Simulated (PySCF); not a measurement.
(1E)-1-fluorobuta-1,3-diene (C₄H₅F), SMILES C=C/C=C/F. Coordinates come from a PBE-D3(BJ)/def2-SVP optimisation. The values are those of a single conformer.

Level of theory: PBE-D3(BJ)/def2-SVP (PySCF).

Harmonic wavenumbers (cm⁻¹): 162, 196, 292, 453, 499, 654, 825, 872, 901, 929, 997, 1159, 1172, 1203, 1265, 1289, 1388, 1631, 1688, 3070, 3080, 3106, 3108, 3181. Rotational constants (GHz): 34.44, 2.133, 2.008; symmetry number 1.

Question: Work out the zero-point energy and the ideal-gas rigid-rotor harmonic-oscillator thermochemistry at 298.15 K and 1 atm.

Answer: ZPE = ½ Σ hcν = ½ × 33120 cm⁻¹ = 198.10 kJ/mol. H − E(el) = 214.85 kJ/mol. Entropy in J/(mol K): translation 162.10, rotation 105.40, vibration 37.27, total 304.77. G − E(el) = 123.99 kJ/mol. Cp = 86.04 J/(mol K).
